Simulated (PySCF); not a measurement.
## Electron correlation in Pd²⁺ (palladium, charge +2)

Starting occupation: [Kr] 4d7 5p1, 4d3/2 with m_j = +1/2, +3/2, 4d5/2 with m_j = -3/2, -1/2, +1/2, +3/2, +5/2, 5p3/2 with m_j = +3/2. All numbers are calculated (PySCF 2.14, X2C-1e with screened-nucleus spin-orbit coupling, Gaussian nucleus, in x2c-TZVPall-2c with one added diffuse shell each of s, p, d type (9s10p8d1f, 86 functions)). Frozen: [Ar] 3d10; 16 electrons correlated; the 6 highest virtual spinors left out.

MP2 pair energies summed by pair of shells (mhartree):

```json
{"pair": "4d-4p", "energy": "-138.09", "share (%)": "36.9"}
{"pair": "4d-4d", "energy": "-120.87", "share (%)": "32.3"}
{"pair": "4p-4p", "energy": "-47.74", "share (%)": "12.7"}
{"pair": "4p-4s", "energy": "-21.17", "share (%)": "5.7"}
{"pair": "4d-4s", "energy": "-19.27", "share (%)": "5.1"}
{"pair": "4d-5p", "energy": "-17.60", "share (%)": "4.7"}
{"pair": "4p-5p", "energy": "-5.94", "share (%)": "1.6"}
{"pair": "4s-4s", "energy": "-3.47", "share (%)": "0.9"}
{"pair": "4s-5p", "energy": "-0.37", "share (%)": "0.1"}
```

Total MP2 correlation energy: -374.52 mhartree.

The GHF reference relaxed away from the jj start to a determinant that is no pure jj level (⟨S²⟩ = 5.91, ⟨J²⟩ = 42.01); the energies belong to that determinant.

This basis was not built for core-valence correlation, so the inner-shell part is incomplete.
